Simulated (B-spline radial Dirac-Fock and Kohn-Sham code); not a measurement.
ΔSCF core binding energies without Breit or QED terms, calculated with an atomic code on a B-spline grid.

A sound run for Ho²⁺, [Xe] 4f11: The ground state converged in 11 iterations, with total energy -12620.79313 Ha, virial ratio 1.90915 and highest orbital energy -26.60 eV. ΔSCF binding energies: K (1s) 55882.9 eV, L3 (2p3/2) 8107.0 eV, M5 (3d5/2) 1370.3 eV.

A second run, with one unsound setting: The ground state had not converged after 5 iterations, with total energy -12620.76887 Ha, virial ratio 1.90815 and highest orbital energy -24.08 eV. ΔSCF binding energies: K (1s) 55882.5 eV, L3 (2p3/2) 8106.6 eV, M5 (3d5/2) 1369.9 eV (not all states converged, so these are not final).

```
iter   energy (Ha)        error
   1   -12585.05093952  2.14e+00
   2   -12590.95322735  1.48e+00
   3   -12619.66498174  3.18e-01
   4   -12620.62159675  1.07e-01
   5   -12620.76886779  5.16e-02
```

**Question.** Which fault fits the second run best?
A. too few quadrature points
B. mesh too coarse
C. too few iterations
D. speed of light below Z

**Answer.** C. The input had maxit = 5: maxit ends the run before self-consistency.
